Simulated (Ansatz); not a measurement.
Cartesian coordinates in Å:
```
C -0.465 0.412 -0.360
C 0.447 -0.735 0.142
Zn 0.858 0.663 1.521
O -0.380 1.575 0.450
H -0.170 0.661 -1.389
H -1.503 0.048 -0.369
H -0.063 -1.621 0.516
H 1.277 -1.003 -0.510
```

Total charge 0; spin multiplicity 1.

**Question.** List the r2SCAN/def2-TZVPP orbital energies in eV (Ansatz 0.2.0). (Best estimate.)

**Answer.** Computed: Occupied: -9434.85, -1144.13, -1006.77, -1006.72, -1006.66, -514.41, -274.06, -273.30, -130.17, -86.00, -85.97, -85.78, -24.88, -18.76, -15.01, -12.35, -12.26, -12.00, -11.78, -11.75, -11.29, -10.50, -9.41, -9.18, -7.08, -5.68, -5.50. Lowest empty: -3.31, -0.43, 0.78, 1.25, 2.42, 2.75, 3.16, 4.40.
